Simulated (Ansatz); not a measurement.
Cartesian coordinates in Å:
```
B 2.005 0.744 0.991
C 0.840 1.518 0.352
C -0.248 0.895 -0.141
Si -0.503 -0.953 -0.222
N -1.907 -1.200 -1.148
F -0.622 -1.500 1.283
H 2.883 1.306 1.578
H 2.037 -0.450 0.911
H 0.854 2.608 0.326
H -1.058 1.510 -0.541
H 0.587 -1.725 -0.853
H -2.737 -0.645 -1.015
H -2.131 -2.108 -1.520
```

The species carries charge 0 and has multiplicity 1.

Task: List the PBE/def2-TZVPP orbital energies in eV (Ansatz). (Estimate.)

Result: Ansatz gave: Occupied: -1780.33, -659.38, -380.31, -269.48, -269.01, -176.91, -137.94, -94.72, -94.67, -94.64, -29.09, -21.41, -19.15, -14.69, -13.33, -12.49, -11.86, -11.30, -10.89, -10.27, -9.97, -8.96, -8.55, -7.85, -7.55, -7.22, -6.62. Lowest empty: -3.35, -0.58, 0.01, 0.50, 1.28, 1.45, 1.67, 1.89.
